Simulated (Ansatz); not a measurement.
Isolated molecules relaxed with PBE0-D4/def2-TZVP in Ansatz; ΔE leaves out vibrations. CBS: MP2 limit from def2 TZ/QZ plus the TZ coupled-cluster correction, frozen cores. This one scheme is used for every species. Functionals use def2-TZVPP. B3LYP here is the variant with VWN-RPA as its local correlation; programs differ in this. Triplets are unrestricted, without spin–orbit coupling. One conformer a species, not always the lowest.

Reaction (formal loss of a carbene): `[CH3][AlH][O]C[SiH3]` → `[AlH2][O]C[SiH3]` + `[CH2]` (triplet)

`[CH3][AlH][O]C[SiH3]`:

Cartesian coordinates in Å:
```
C 1.305 -1.608 2.168
Al 1.052 -1.054 0.327
O -0.446 -0.381 -0.097
C -0.945 0.159 -1.296
Si -1.213 2.020 -1.095
H 1.565 -2.670 2.229
H 0.409 -1.443 2.770
H 2.131 -1.059 2.633
H 2.134 -1.179 -0.829
H -0.271 -0.024 -2.146
H -1.898 -0.324 -1.549
H -1.729 2.612 -2.361
H 0.087 2.662 -0.754
H -2.180 2.289 0.000
```

`[AlH2][O]C[SiH3]`:

Z-matrix (Å, degrees):
```
C
O 1 1.407
Si 1 1.891 2 109.8
H 1 1.097 2 109.4 3 120.3
H 1 1.100 2 112.1 3 -121.9
Al 2 1.691 1 133.6 3 110.9
H 3 1.489 1 108.8 2 -59.5
H 3 1.490 1 110.3 2 -179.2
H 3 1.486 1 110.4 2 59.9
H 6 1.584 2 118.4 1 2.8
H 6 1.576 2 116.1 1 -177.5
```

`[CH2]` (triplet):

```xyz
3

C    -0.099    0.183    0.182
H    -0.740    0.067   -0.678
H     0.838   -0.250    0.497
```

Question: Is it downhill or uphill in electronic energy at CCSD(T)/CBS, and by how much? (Estimate.)

Answer: Computed: Uphill: ΔE = +482.5 kJ/mol.

Question: What do these levels give: B3LYP-D4, ωB97X-V, B2PLYP, PBE, PBE0, HF/def2-TZVPP, MP2/def2-TZVPP, CCSD/def2-TZVPP, CCSD(T)/def2-TZVPP, HF/def2-QZVPP, MP2/def2-QZVPP, CCSD/CBS(def2)? (An estimate is asked.)

Answer: Computed: B3LYP-D4 474.6, ωB97X-V 490.3, B2PLYP 473.6, PBE 485.2, PBE0 476.4, HF/def2-TZVPP 328.8, MP2/def2-TZVPP 484.3, CCSD/def2-TZVPP 458.4, CCSD(T)/def2-TZVPP 470.0, HF/def2-QZVPP 328.8, MP2/def2-QZVPP 491.5, CCSD/CBS(def2) 471.0 kJ/mol.

Largest T1 diagnostic among the species: 0.013.

In def2-TZVPP, CCSD(T) changes the Hartree–Fock value by +141.3 kJ/mol (the triples alone add +11.6 kJ/mol) and MP2 by +155.5 kJ/mol. The D4 term adds +7.5 kJ/mol with B3LYP and +4.2 kJ/mol with PBE0; it sums over pairs of atoms, weighted by their polarisabilities, and B3LYP, whose exchange is more repulsive, gets the larger term.
